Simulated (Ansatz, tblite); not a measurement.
Cost and result up the ladder for Al(H2S)F3 (AlH2SF3) (7 atoms). Total charge 0; singlet. Geometry: PBE-D4/def2-SVP.

```tsv
atom	x (Å)	y (Å)	z (Å)
Al1	0.728	-0.202	0.703
S2	-1.453	0.128	-0.482
H3	-1.076	1.321	-1.029
H4	-1.055	-0.561	-1.592
F5	0.548	0.933	1.918
F6	1.719	0.210	-0.585
F7	0.590	-1.830	1.066
```

Ansatz on 4 threads of Arm Neoverse V1 on a shared host; xTB runs through tblite on one thread. Times are rough, summed over both states, and most runs start from the orbitals of an earlier one. PBE0-D4/def2-TZVP serves as the yardstick here, not as an exact answer. The other state is a doublet.

The xTB rows come from tblite. HOMO above LUMO, or a gap near zero within one spin, warns that the state may not be the lowest or that an electron is smeared out.

Raw xTB energies of ions are shifted by several eV.

```
              level  functions  wall time
           GFN2-xTB         32    0.009 s
           GFN1-xTB         34    0.011 s
   PBE-D4/def2-TZVP        179      6.3 s
  PBE0-D4/def2-TZVP        179      8.5 s
r2SCAN-D4/def2-TZVP        179       18 s
```

Question: Estimate what each level gives for the vertical IE (eV).

Answer: 
```tsv
level	vertical IE (eV)	difference from PBE0-D4/def2-TZVP (eV)	remarks
GFN2-xTB	15.89	3.63	–
GFN1-xTB	16.72	4.45	–
PBE-D4/def2-TZVP	11.62	-0.65	gap within one spin near zero (+1 doublet)
PBE0-D4/def2-TZVP	12.27	0.00	–
r2SCAN-D4/def2-TZVP	11.90	-0.37	–
```
